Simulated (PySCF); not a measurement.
C6H7, SMILES C1CC=C[C]=C1 (connectivity only; charge and spin as stated), charge +1, multiplicity 1. Atoms are numbered in the order given.

```xyz
13

C      0.5393    -1.1411     0.2325
C     -0.7370    -1.2503     0.3813
C     -1.3456    -0.0626    -0.4281
C     -0.5487     1.1977    -0.0057
C      0.9443     1.0032    -0.1065
C      1.5595    -0.2171     0.0712
H     -1.3109    -1.8816     1.0673
H     -1.2783    -0.2409    -1.5129
H     -2.4107     0.0108    -0.1656
H     -0.8510     2.0606    -0.6164
H     -0.7772     1.4658     1.0452
H      1.5631     1.8322    -0.4761
H      2.5947    -0.4256    -0.2087
```
Charge +1, spin multiplicity 1.

Geometry: ωB97X-D3(BJ)/def2-SVP. The multiplicity is an assumed one; no other spin state was optimised. The isomer is the one that the SMILES or the coordinates give; other isomers of the formula were not compared. One conformer was computed; it need not be the lowest.

Two levels are set side by side: PBE/pcSseg-1 (PySCF) and PBE0/pcSseg-1 (PySCF). GIAO shifts against TMS (¹H), TMS (¹³C) at the same level; non-relativistic, no solvent, atoms listed together averaged. Differences are taken from unrounded values.

```
quantity             PBE0
------------------  -----
δ(¹³C) of C1 (ppm)  290.8
δ(¹³C) of C2 (ppm)  111.2
δ(¹³C) of C3 (ppm)   77.8
δ(¹³C) of C4 (ppm)   38.7
δ(¹³C) of C5 (ppm)  224.1
δ(¹³C) of C6 (ppm)  129.2
δ(¹H) of H7 (ppm)    7.10
δ(¹H) of H12 (ppm)   9.43
δ(¹H) of H13 (ppm)   7.12
```

Problem. What does PBE give, and how far is it from PBE0? (The exact figures need the calculation; the answer reports its results.)

Solution. 
| quantity | PBE | PBE minus PBE0 |
|---|---|---|
| δ(¹³C) of C1 (ppm) | 276.9 | -13.8 |
| δ(¹³C) of C2 (ppm) | 109.6 | -1.6 |
| δ(¹³C) of C3 (ppm) | 88.7 | 10.9 |
| δ(¹³C) of C4 (ppm) | 41.9 | 3.2 |
| δ(¹³C) of C5 (ppm) | 224.9 | 0.8 |
| δ(¹³C) of C6 (ppm) | 127.6 | -1.6 |
| δ(¹H) of H7 (ppm) | 6.85 | -0.26 |
| δ(¹H) of H12 (ppm) | 9.41 | -0.03 |
| δ(¹H) of H13 (ppm) | 6.84 | -0.29 |

Rough cost on one machine, each run with all the roots and properties that it gave: PBE0 against PBE within a factor of 2.
